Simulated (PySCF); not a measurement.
**O+ (oxygen, charge +1): UHF calculation**

Configuration: [He] 2s2 2p2 3d1, one real determinant (an excited configuration). Calculation: PySCF 2.14, in aug-cc-pVQZ-DK (6s5p4d3f2g, 80 functions); the spin-free X2C one-electron Hamiltonian (Gaussian nucleus).

```
Total energy                                                  : -73.315094 hartree
One-electron energy                                           : -94.8736 hartree
Hartree (Coulomb) energy                                      : 29.0635 hartree
Exchange energy                                               : -7.5050 hartree
⟨S²⟩                                                          : 3.7538
⟨L²⟩                                                          : 8.000
Sum of ⟨r⟩                                                    : 7.616 bohr
Sum of ⟨r²⟩                                                   : 15.98 bohr²
Traceless quadrupole moment −½Σ⟨3z² − r²⟩ along its main axis : -2.24 e·bohr²
Langevin diamagnetic susceptibility                           : -12.7 ×10⁻⁶ cm³/mol
```

```
shell  electrons  mean orbital energy (hartree)  rms radius, mean of both spins (bohr)
 1s α          1                      -21.99263                                  0.230
 1s β          1                      -21.88927                                  0.230
 2s α          1                       -2.33795                                   1.13
 2s β          1                       -1.95199                                   1.13
 2p α          2                       -1.71360                                   1.10
 3d α          1                       -0.15757                                   3.30
```

⟨L²⟩ = 8.00 against 12 for a pure F term, so this real determinant mixes terms. The outer electron is Rydberg-like, and this basis confines it to a smaller radius and binds it less than a complete one would.

Spin-orbit constants ζ (cm⁻¹) from the X2C one-electron operator on these orbitals: bare nucleus, nucleus screened by l(l+1)(2l+1)/3 electrons, and screened by the Breit-Pauli mean field of the electrons.

| shell | bare | screened nucleus | mean field |
| --- | --- | --- | --- |
| 2p | 330.4 | 247.8 | 215.9 |
| 3d | 3.360 | 0.8399 | 0.6630 |

To first order the Landé constant is A = 24.14 cm⁻¹, so the lowest level has J = 3/2 and lies 0.0180 eV below the centre of the term. This holds in LS coupling only.
